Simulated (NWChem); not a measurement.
System: C$_{2}$H$_{4}$F$_{2}$Si; SMILES C=C(F)[SiH2]F

```xyz
9

C     -1.4876     1.1028     0.0000
C     -0.1817     0.8479     0.0000
F      0.7162     1.8788     0.0000
Si     0.6605    -0.8272     0.0000
F     -0.5108    -1.9404     0.0000
H     -2.1944     0.2803     0.0000
H     -1.8732     2.1186     0.0000
H      1.4941    -0.9841     1.2164
H      1.4941    -0.9841    -1.2164
```
Atoms are numbered in this order, from 1.

Computed with NWChem. Medium grid unless said otherwise, to which SCAN and Minnesota functionals are sensitive. Coordinates come from a B3LYP/6-31G* (spherical d) optimisation. Hybrids' shares of exact exchange are those that their runs print; pure functionals count as 0. The functionals differ in more than this share.

```csv
row,share of exact exchange,highest occupied level (eV)
PBE/def2-TZVP,0.00,-6.75
r2SCAN/def2-TZVP,0.00,-7.00
TPSSh/def2-TZVP,0.10,-7.26
B3LYP/def2-TZVP,0.20,-7.76
PBE0/def2-TZVP,0.25,withheld
PW6B95/def2-TZVP,0.28,-8.10
```

Q: Fit a straight line of the last column on the one before it, predict the withheld value, and compare with the run.

A: 
1. Means of the 5 shown rows: x = 0.116, y = -7.374. Slope Σ(x − x̄)(y − ȳ)/Σ(x − x̄)² = -0.2691/0.06112 = -4.402; intercept -6.863.
2. The shown rows scatter about the line by 0.082 (root mean square); the largest residual is -0.14, at r2SCAN/def2-TZVP.
3. At x = 0.25 (PBE0/def2-TZVP; inside the shown range) the line gives -7.96.
4. The run gives -7.99, -0.03 from the line, 0.4 times the scatter.
